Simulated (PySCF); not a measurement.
Choosing a molecule for a target property.

All species are isolated and taken at one optimised geometry (atoms past krypton carry core potentials, spin–orbit coupling is left out). Electronic properties by PySCF.

Dipoles, sizes and rotational constants follow the conformer. The torsions of the flexible species, by atom-mapped SMILES:
- `[CH3:1][CH2:2][S:3](=[O:4])(=[O:5])[Cl:6]`: C1–C2–S3–O4 -48°
- `[O:1]=[CH:2][c:3]1[cH:4][cH:5][c:6]([Br:7])[cH:8][cH:9]1`: O1–C2–C3–C4 0°

The conformers of `CP1CCC([SiH3])=C1[SiH3]` aren't listed.

(1) Wanted: HOMO energy above -7 eV (B3LYP/def2-SVPD) and static isotropic polarisability above 130 au (B3LYP/def2-SVPD), at PBE0-D3(BJ)/def2-SVP geometries. Which candidate meets both?
A. `[H][Sb]([H])[CH](C)C`
B. `c1cc(Br)ccc1C=O`
C. `C1([SiH3])CCP(C=1[SiH3])C`
D. `CCS(=O)(=O)Cl`

Results:

(1) C. Computed values:
```csv
species,HOMO energy,static isotropic polarisability
CCS(=O)(=O)Cl,-8.93 eV,68.7 au
c1cc(Br)ccc1C=O,-7.33 eV,111.8 au
[H][Sb]([H])[CH](C)C,-6.64 eV,85.4 au
C1([SiH3])CCP(C=1[SiH3])C,-6.30 eV,141.8 au
```
